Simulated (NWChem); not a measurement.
Molecule: silicon monosulfide (SiS, singlet); SMILES [Si]=S

```xyz
2

Si     0.0000     0.0000     1.0317
S      0.0000     0.0000    -0.8983
```
Atoms are numbered in this order, from 1.

Low-valent species are run as closed-shell singlets; no triplet was tried in these runs. Structure relaxed at the PBE0-D3(BJ)/def2-TZVP level.

 Unshifted, non-relativistic core excitations; the lowest 4 roots alone, so stronger bands may lie above.

Q: List the first S K-edge excitations from BHandHLYP/def2-TZVP, restricted-window TDA (NWChem).

A: 
```json
[
 {"state": "S1", "energy (eV)": "2443.9", "dipole oscillator strength": "0.0042", "leading excitation (squared amplitude)": "1s of atom 2 or its equivalents → LUMO (0.94)"},
 {"state": "S2", "energy (eV)": "2443.9", "dipole oscillator strength": "0.0042", "leading excitation (squared amplitude)": "1s of atom 2 or its equivalents → LUMO+1 (0.94)"},
 {"state": "S3", "energy (eV)": "2447.7", "dipole oscillator strength": "0.0022", "leading excitation (squared amplitude)": "1s of atom 2 or its equivalents → LUMO+2 (0.89)"},
 {"state": "S4", "energy (eV)": "2450.1", "dipole oscillator strength": "0.0007", "leading excitation (squared amplitude)": "1s of atom 2 or its equivalents → LUMO+3 (0.73)"}
]
```
